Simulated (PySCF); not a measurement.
## Electron correlation in Sn (tin, neutral)

[Kr] 4d10 5s2 5p2, high-spin 3P determinant. Calculation: PySCF 2.14, in x2c-QZVPPall (13s9p7d4f1g, 112 functions); scalar relativity by spin-free X2C-1e. Frozen: [Kr] 4d10; 4 electrons correlated.

```csv
level,correlation energy (mhartree)
CCSD,-57.72
(T),-1.79
CCSD(T),-59.51
```

Diagnostics: T1 = 0.0096, D1 = 0.0249, largest double amplitude 0.080.

Cost of the coupled-cluster step: about 40 core-seconds, for 4 correlated electrons.

Iterations:

```
CC2 = 0
CCSD nocc = (np.int64(3), np.int64(1)), nmo = (89, 89)
frozen orbitals [[0, 1, 2, 3, 4, 5, 6, 7, 8, 9, 10, 11, 12, 13, 14, 15, 16, 17, 18, 19, 20, 21, 22], [0, 1, 2, 3, 4, 5, 6, 7, 8, 9, 10, 11, 12, 13, 14, 15, 16, 17, 18, 19, 20, 21, 22]]
max_cycle = 100
direct = 0
conv_tol = 1e-08
conv_tol_normt = 1e-06
diis_space = 8
diis_start_cycle = 0
Init t2, MP2 energy = -0.0461152715295422
Init E_corr(UCCSD) = -0.0461152715458066
cycle = 1  E_corr(UCCSD) = -0.0540949059788509  dE = -0.00797963443  norm(t1,t2) = 0.0453601
cycle = 2  E_corr(UCCSD) = -0.0563508888711019  dE = -0.00225598289  norm(t1,t2) = 0.0174543
cycle = 3  E_corr(UCCSD) = -0.0577163768779596  dE = -0.00136548801  norm(t1,t2) = 0.00801347
cycle = 4  E_corr(UCCSD) = -0.05770874064994  dE = 7.63622802e-06  norm(t1,t2) = 0.00152664
cycle = 5  E_corr(UCCSD) = -0.0577172595569503  dE = -8.51890701e-06  norm(t1,t2) = 0.000222433
cycle = 6  E_corr(UCCSD) = -0.0577150383306279  dE = 2.22122632e-06  norm(t1,t2) = 4.30999e-05
cycle = 7  E_corr(UCCSD) = -0.0577158954312288  dE = -8.57100601e-07  norm(t1,t2) = 8.92674e-06
cycle = 8  E_corr(UCCSD) = -0.0577157564344619  dE = 1.38996767e-07  norm(t1,t2) = 1.55271e-06
cycle = 9  E_corr(UCCSD) = -0.05771574163593  dE = 1.47985319e-08  norm(t1,t2) = 3.03205e-07
cycle = 10  E_corr(UCCSD) = -0.0577157484365479  dE = -6.80061785e-09  norm(t1,t2) = 8.58461e-08
UCCSD converged
E(UCCSD) = -6173.887620592899  E_corr = -0.05771574843654785
UCCSD(T) correction = -0.00179485750569453
```
